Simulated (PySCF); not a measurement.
Structure from 2D NMR

Compound of formula C₆H₄N₂O. Correlations simulated from computed shifts and the bond graph:

HSQC (one-bond C–H):
```
  δH     δC
8.34  145.1
7.64  137.6
```

COSY cross peaks (H two or three bonds apart, from the bond graph; peaks can be absent where the dihedral angle is near 90°):
```
  δH    δH
8.34  7.64
```

HMBC (two and three bonds, from the bond graph):
```
  δH                          δC
8.34         145.1, 137.6, 107.3
7.64  145.1, 137.6, 122.4, 107.3
```

Carbons without hydrogens: δ 122.4, 107.3.

Level of theory: coordinates at the GFN2-xTB level, GIAO PBE0/pcSseg-1 shieldings, in PySCF 2.14 (relativity neglected, one computed conformer, averaged over atoms made equivalent by symmetry, fast rotation or ring inversion, isolated molecule).

Chemical shifts δ = σref − σ; TMS for 1H, 13C, all at this level.

Exchangeable hydrogens are left out of these lists.

Question: Assemble the structure.

Answer: 4-cyanopyridine N-oxide (SMILES N#Cc1cc[n+]([O-])cc1).

Atom-mapped SMILES (the numbers label the heavy atoms): `[N:1]#[C:2][c:3]1[cH:4][cH:5][n+:6]([O-:7])[cH:8][cH:9]1`. Hydrogens are named by the atom that carries them.

δC 145.1 is C5/C8, an aromatic CH next to a ring nitrogen (δH 8.34). δC 137.6 is C4/C9, an aromatic CH (δH 7.64). δC 122.4 is C2, a nitrile carbon. δC 107.3 is C3, a substituted aromatic carbon. HMBC from δH 8.34 reaches the proton-free carbon C3. HMBC from δH 7.64 reaches the proton-free carbons C2, C3. COSY links 8.34–7.64.

This is the structure that produced the data.

Shifts are as computed. Against solution values, carbons near 30 ppm lie about +3 ppm off and those near 130 ppm about +5 ppm. Of 1211 compounds with measured shifts, 218 miss one by over three times the rms of a fit or turn the order of signals round; such compounds aren't used in these exercises.
